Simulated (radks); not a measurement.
Nd IV, configuration [Xe] 4f3 (the NIST ground configuration).

Calculated with a radial shooting solver on a logarithmic mesh with Libxc functionals: Dirac Kohn-Sham, LDA (Slater exchange, Perdew-Wang correlation), spin-unpolarised, spherical densities, finite nucleus; open shells fill j = l - 1/2 first; Fermi nuclear charge, rms radius 4.9123 fm.

Energy parts (Ry):
| part | energy |
|---|---|
| total | -19242.0533 |
| kinetic | 20744.4666 |
| electron-nucleus | -46901.1339 |
| Hartree | 7344.9532 |
| exchange-correlation | -430.3392 |

Orbitals (lengths in bohr, moments of r in powers of bohr; <r^-3> diverges for s and p1/2; r(90%) holds 90 % of the orbital's charge):
| orbital | occ. | eigenvalue (Ry) | <1/r> | <r^-3> | <r> | r(90%) | small-component weight |
|---|---|---|---|---|---|---|---|
| 1s1/2 | 2 | -3185.739 | 65.99 | - | 0.02365 | 0.0427 | 4.95e-02 |
| 2s1/2 | 2 | -517.0304 | 15.62 | - | 0.1006 | 0.156 | 1.08e-02 |
| 2p1/2 | 2 | -489.4992 | 15.61 | - | 0.08425 | 0.139 | 1.09e-02 |
| 2p3/2 | 4 | -451.3264 | 14.03 | 7944 | 0.09066 | 0.147 | 1.02e-02 |
| 3s1/2 | 2 | -113.9509 | 5.655 | - | 0.2663 | 0.391 | 3.34e-03 |
| 3p1/2 | 2 | -102.1607 | 5.573 | - | 0.2559 | 0.385 | 3.29e-03 |
| 3p3/2 | 4 | -94.54575 | 5.176 | 1630 | 0.2684 | 0.402 | 3.10e-03 |
| 3d3/2 | 4 | -73.92137 | 5.049 | 269.9 | 0.2396 | 0.375 | 2.98e-03 |
| 3d5/2 | 6 | -72.27388 | 4.949 | 243.7 | 0.2435 | 0.380 | 2.92e-03 |
| 4s1/2 | 2 | -24.44015 | 2.359 | - | 0.6067 | 0.872 | 1.05e-03 |
| 4p1/2 | 2 | -19.98577 | 2.255 | - | 0.6226 | 0.907 | 9.82e-04 |
| 4p3/2 | 4 | -18.31492 | 2.122 | 358.4 | 0.6509 | 0.947 | 9.15e-04 |
| 4d3/2 | 4 | -10.97162 | 1.905 | 49.68 | 0.6981 | 1.05 | 7.64e-04 |
| 4d5/2 | 6 | -10.67489 | 1.872 | 44.35 | 0.7081 | 1.06 | 7.46e-04 |
| 5s1/2 | 2 | -4.96616 | 0.9299 | - | 1.435 | 2.06 | 2.37e-04 |
| 5p1/2 | 2 | -3.71859 | 0.8290 | - | 1.592 | 2.31 | 1.93e-04 |
| 5p3/2 | 4 | -3.46555 | 0.7837 | 53.99 | 1.669 | 2.42 | 1.77e-04 |
| 4f5/2 | 3 | -2.29796 | 1.347 | 5.645 | 0.9672 | 1.65 | 4.15e-04 |
| 4f7/2 | 0 | -2.26384 | 1.335 | 5.481 | 0.9768 | 1.66 | 4.09e-04 |

The highest occupied level is 4f5/2 at -31.265 eV. The density falls to 0.001 e/bohr^3 at r = 3.38 bohr. The electron density at the nucleus is 4.518e+05 e/bohr^3.
